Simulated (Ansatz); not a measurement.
Start from `BN(C)BC` and change one atom or group to get `BN(C)C=C`.

Ansatz, PBE0-D4/def2-TZVP geometries, multiplicity 1. Each molecule was computed in one conformer, which needn't be the lowest.

| property | `BN(C)BC` |
| --- | --- |
| HOMO–LUMO gap (B3LYP/def2-TZVPP) / eV | 7.19 |
| size of the dipole moment (B3LYP/def2-TZVPP) / D | 1.74 |
| LUMO energy (B3LYP/def2-TZVPP) / eV | -1.08 |
| HOMO–LUMO gap (ωB97M-V/def2-TZVPP) / eV | 11.88 |
| LUMO energy (PBE/def2-TZVPP) / eV | -1.88 |
| HOMO–LUMO gap (PBE0/def2-TZVPP) / eV | 7.63 |

(1) What does the change do to each property? (Estimate.)

## Answers

(1) Computed: 
| property | `BN(C)C=C` | shift |
| --- | --- | --- |
| HOMO–LUMO gap (B3LYP/def2-TZVPP) / eV | 5.83 | -1.36 |
| size of the dipole moment (B3LYP/def2-TZVPP) / D | 1.22 | -0.52 |
| LUMO energy (B3LYP/def2-TZVPP) / eV | -0.75 | 0.33 |
| HOMO–LUMO gap (ωB97M-V/def2-TZVPP) / eV | 10.27 | -1.61 |
| LUMO energy (PBE/def2-TZVPP) / eV | -1.48 | 0.40 |
| HOMO–LUMO gap (PBE0/def2-TZVPP) / eV | 6.26 | -1.37 |

With PBE0 the HOMO rises by 1.70 eV and the LUMO rises by 0.34 eV, so the gap narrows by about 1.36 eV. PBE moves the HOMO by 1.50 eV and ωB97M-V by 1.86 eV. Dipoles are sizes alone; their direction can turn.

B3LYP here is the variant with VWN-RPA as its local correlation; programs differ in this.
